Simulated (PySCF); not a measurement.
**Pd⁻ (palladium, charge -1) across methods**

[Kr] 4d10 5s1, 2S determinant. Computed with PySCF 2.14 in aug-cc-pVDZ-PP with ECP28MDF (5s5p4d2f, 54 functions), with a scalar-relativistic core potential.

| method | E (hartree) | mean ε 5s α (eV) | mean ε 4d α (eV) | mean ε 4d β (eV) | Σ⟨r²⟩ (bohr²) | ⟨S²⟩ |
| --- | --- | --- | --- | --- | --- | --- |
| r2SCAN | -127.5005 | 1.124 | 1.569 | 1.688 | 72.69 | 0.755 |
| TPSSh | -127.4125 | 1.202 | 1.184 | 1.301 | 72.22 | 0.754 |
| LDA | -127.2521 | 1.134 | 1.465 | 1.590 | 70.90 | 0.752 |
| B3LYP | -127.5196 | 0.947 | 0.472 | 0.551 | 73.49 | 0.751 |
| UHF | -126.59788 | 0.244 | -4.138 | -4.188 | 91.71 | 0.751 |
| PBEsol | -127.3156 | 1.259 | 1.626 | 1.756 | 71.56 | 0.754 |
| PBE0 | -127.4560 | 0.894 | 0.223 | 0.302 | 74.24 | 0.753 |
| PBE | -127.4908 | 1.267 | 1.601 | 1.730 | 72.71 | 0.753 |

(1) Estimate the same row for HSE06.

Energies and moments cover only the electrons outside the core potential. At r2SCAN the highest occupied level has a positive energy, so only the finite basis holds that electron; in a semilocal or global hybrid functional this comes from self-interaction and does not mean that the real anion is unbound.

The highest occupied level is positive at r2SCAN, HSE06, TPSSh, LDA, B3LYP, UHF, PBEsol, PBE0, PBE: only the finite basis holds that electron, at UHF too, so the state is unbound at these levels.

Answers

(1) E (hartree) = -127.4552; mean ε 5s α (eV) = 1.194; mean ε 4d α (eV) = 0.645; mean ε 4d β (eV) = 0.715; Σ⟨r²⟩ (bohr²) = 73.49; ⟨S²⟩ = 0.753.
